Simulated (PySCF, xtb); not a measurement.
CH11NOSi3, SMILES O[Si@@H]([SiH3])CN[SiH3]. The values are those of a single conformer.

Harmonic wavenumbers (cm⁻¹) from GFN2-xTB (xtb) at its own minimum, in rising order: 14, 32, 65, 89, 126, 167, 194, 228, 288, 298, 428, 441, 476, 527, 565, 603, 629, 660, 693, 746, 756, 768, 802, 807, 817, 823, 829, 859, 872, 1146, 1155, 1268, 1381, 1483, 2159, 2181, 2236, 2243, 2246, 2252, 2268, 2851, 2982, 3434, 3671.

What does B3LYP-D3(BJ)/def2-SVP (PySCF 2.14.0) give at its own minimum? (An estimate is asked for; the answer gives what the named calculation found.)

41, 58, 83, 90, 129, 150, 199, 220, 233, 288, 419, 450, 490, 509, 660, 685, 713, 727, 757, 816, 837, 882, 885, 902, 921, 942, 947, 970, 1003, 1141, 1178, 1261, 1400, 1456, 2161, 2191, 2205, 2209, 2215, 2230, 2241, 2932, 3032, 3578, 3870. Paired by order, the mean absolute difference is 52 cm⁻¹ and the zero-point energies are 70.8 and 73.3 kcal/mol.
